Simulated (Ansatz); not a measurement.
Total energies of `FB1[BH][GeH2][O]1`.

```csv
atom,x (Å),y (Å),z (Å)
F1,-2.216,-1.414,-0.281
B2,-1.118,-0.684,-0.147
B3,0.508,-1.070,0.332
Ge4,0.689,0.959,-0.013
O5,-1.114,0.645,-0.402
H6,1.192,-1.977,0.677
H7,1.330,1.539,-1.285
H8,0.730,2.002,1.118
```

Charge 0, multiplicity 1. Correlated methods include outer-core shells of Ge, which these sets cover unevenly. Scalar relativity is left out up to krypton. All single points use the PBE0-D4/def2-TZVP geometry. Basis def2-TZVPP, Ansatz 0.2.0.

RPA on PBE orbitals: Hartree–Fock energy of these orbitals -2300.86970 Eh, correlation -1.44802 Eh (frozen core).

```
             functional                                       kind  energy without D4 (Eh)  D4 term (kJ/mol)
            LDA (SPW92)                                        LDA             -2298.82696                 –
                    PBE                                        GGA             -2303.15238             -15.7
                 revPBE                                        GGA             -2303.49022             -45.9
                   BLYP                                        GGA             -2303.73903             -34.6
                 r2SCAN                                   meta-GGA             -2303.60718              -3.6
                 B97M-V                         meta-GGA with VV10             -2303.30795                 –
                   PBE0         global hybrid, 25 % exact exchange             -2303.21750             -13.2
                  B3LYP                        global hybrid, 20 %             -2303.78330             -25.6
                r2SCANh                      meta-GGA hybrid, 10 %             -2303.58771              -3.9
                r2SCAN0                      meta-GGA hybrid, 25 %             -2303.56021              -4.3
HSE06 (plane-wave form)                            screened hybrid             -2303.20713             -12.3
                  BHLYP                        global hybrid, 50 %             -2303.61295             -20.5
              CAM-B3LYP                     range-separated hybrid             -2303.76938             -13.4
                LC-ωPBE                long-range corrected hybrid             -2303.30845                 –
                ωB97X-V       range-separated hybrid GGA with VV10             -2303.46891                 –
                ωB97M-V  range-separated hybrid meta-GGA with VV10             -2303.54374                 –
                 B2PLYP                              double hybrid             -2303.21003                 –
               PBE-QIDH                              double hybrid             -2302.86034                 –
```

B3LYP takes the VWN-RPA correlation (the form of Gaussian; ORCA's B3LYP/G). HSE06 is the plane-wave form, built on full-range PBE exchange. The double hybrids freeze the cores in their second-order part.

LC-ωPBE has ω = 0.4 bohr⁻¹.
